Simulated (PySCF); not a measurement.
**Au⁺ (gold, charge +1) across methods**

[Xe] 4f14 5d9 6p1, one real determinant (an excited configuration). Computed with PySCF 2.14 in x2c-TZVPPall, with scalar relativity by spin-free X2C-1e.

```json
{"method": "r2SCAN0", "E (hartree)": "-19013.68", "mean ε 5d α (eV)": "-21.743", "mean ε 5d β (eV)": "-20.898", "mean ε 6p α (eV)": "-9.730", "Σ⟨r²⟩ (bohr²)": "55.88", "⟨S²⟩": "2.001"}
{"method": "UHF", "E (hartree)": "-19008.19574", "mean ε 5d α (eV)": "-26.144", "mean ε 5d β (eV)": "-25.082", "mean ε 6p α (eV)": "-10.863", "Σ⟨r²⟩ (bohr²)": "57.07", "⟨S²⟩": "2.002"}
{"method": "LDA", "E (hartree)": "-19002.20", "mean ε 5d α (eV)": "-19.856", "mean ε 5d β (eV)": "-19.123", "mean ε 6p α (eV)": "-9.112", "Σ⟨r²⟩ (bohr²)": "55.98", "⟨S²⟩": "2.000"}
{"method": "BLYP", "E (hartree)": "-19014.93", "mean ε 5d α (eV)": "-19.447", "mean ε 5d β (eV)": "-18.775", "mean ε 6p α (eV)": "-8.849", "Σ⟨r²⟩ (bohr²)": "56.36", "⟨S²⟩": "2.000"}
{"method": "PBE0", "E (hartree)": "-19013.64", "mean ε 5d α (eV)": "-21.493", "mean ε 5d β (eV)": "-20.671", "mean ε 6p α (eV)": "-9.598", "Σ⟨r²⟩ (bohr²)": "56.13", "⟨S²⟩": "2.001"}
{"method": "r2SCAN", "E (hartree)": "-19013.91", "mean ε 5d α (eV)": "-19.959", "mean ε 5d β (eV)": "-19.162", "mean ε 6p α (eV)": "-9.155", "Σ⟨r²⟩ (bohr²)": "55.83", "⟨S²⟩": "2.001"}
{"method": "PBEsol", "E (hartree)": "-19008.17", "mean ε 5d α (eV)": "-19.652", "mean ε 5d β (eV)": "-18.891", "mean ε 6p α (eV)": "-9.011", "Σ⟨r²⟩ (bohr²)": "55.99", "⟨S²⟩": "2.000"}
{"method": "PBE", "E (hartree)": "-19013.88", "mean ε 5d α (eV)": "-19.639", "mean ε 5d β (eV)": "-18.884", "mean ε 6p α (eV)": "-8.999", "Σ⟨r²⟩ (bohr²)": "56.18", "⟨S²⟩": "2.000"}
```

⟨L²⟩ = 8.06 against 12 for a pure F term, so this real determinant mixes terms. Spin-orbit coupling, absent here, splits the open shell strongly.
